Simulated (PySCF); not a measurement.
C2H9NOSi, SMILES CO[Si@H](C)N.

Coordinates come from a PBE0-D3(BJ)/def2-SVP optimisation. The structure was generated by enumeration; whether it is a known compound was not checked. Other conformers were not sampled.

All values below come from TDA-PBE/def2-SVPD in PySCF 2.14.0.

Vertical excitations. 

| state | energy (eV) | λ (nm) | f | main pairs |
|---|---|---|---|---|
| S1 | 5.84 | 212 | 0.024 | HOMO→LUMO 97 % |
| S2 | 6.15 | 201 | 0.010 | HOMO−1→LUMO 98 % |
| S3 | 6.45 | 192 | 0.031 | HOMO→LUMO+1 96 % |
| S4 | 6.78 | 183 | 0.007 | HOMO−1→LUMO+1 90 % |
| S5 | 6.83 | 181 | 0.003 | HOMO−2→LUMO 68 %, HOMO→LUMO+2 26 % |
| S6 | 6.85 | 181 | 0.014 | HOMO→LUMO+2 73 %, HOMO−2→LUMO 23 % |
| S7 | 6.96 | 178 | 0.030 | HOMO→LUMO+3 87 % |
| S8 | 7.22 | 172 | 0.016 | HOMO−1→LUMO+2 78 %, HOMO→LUMO+4 14 % |
| S9 | 7.28 | 170 | 0.012 | HOMO−1→LUMO+3 50 %, HOMO→LUMO+4 27 %, HOMO−1→LUMO+2 18 % |
| S10 | 7.32 | 169 | 0.014 | HOMO→LUMO+4 48 %, HOMO−1→LUMO+3 36 % |
| T1 | 5.62 | 221 | 0 | HOMO→LUMO 98 % |
| T2 | 6.06 | 205 | 0 | HOMO−1→LUMO 97 % |
| T3 | 6.28 | 197 | 0 | HOMO→LUMO+1 97 % |
| T4 | 6.64 | 187 | 0 | HOMO−1→LUMO+1 95 % |
Triplets are in the Tamm–Dancoff approximation.
